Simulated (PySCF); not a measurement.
PySCF input for Al(F)(SH)2 (AlFH₂S₂), SMILES [F][Al]([SH])[SH], PBE0/pcSseg-1. Geometry optimised at B3LYP-D3(BJ)/def2-SVP. One conformer was computed; it need not be the lowest.

```python
import numpy as np
from pyscf import gto, scf, dft
from pyscf.prop.nmr import rks as nmr

mol = gto.M(
    atom='''
    Al   -0.36839497   -0.00380565    0.00000000
    F    -2.03044761    0.07165586   -0.00000000
    S     0.77290180    1.85146026   -0.00000000
    H    -0.34358453    2.61911731   -0.00000000
    S     0.57603929   -1.96275497   -0.00000000
    H     1.82369038   -1.43383123   -0.00000000
    ''',
    basis='pcSseg-1',
    charge=0,
    spin=0,
    max_memory=1600,
    verbose=3,
)
mf = dft.RKS(mol, xc='pbe0')
mf.grids.level = 3
mf.conv_tol = 1e-10
mf.max_cycle = 100
mf.kernel()
n = nmr.NMR(mf)
n.verbose = 2
n.max_cycle_cphf = 60
sigma = n.kernel()
print('atom   isotropic/ppm   span/ppm')
for i, s in enumerate(sigma):
    w = np.linalg.eigvalsh((s + s.T) / 2)
    print(f'{mol.atom_symbol(i):2s}{i + 1:3d} {w.mean():14.3f} {w[2] - w[0]:11.3f}')
```

Program output:

```
converged SCF energy = -1139.48708093664
atom   isotropic/ppm   span/ppm
Al  1        390.979     134.686
F   2        313.678     144.346
S   3        750.940     227.485
H   4         30.335      19.529
S   5        739.384      92.245
H   6         30.789      18.002
```

The calculation finished and met its thresholds.

Cost: about 11 core-seconds (a rough figure).
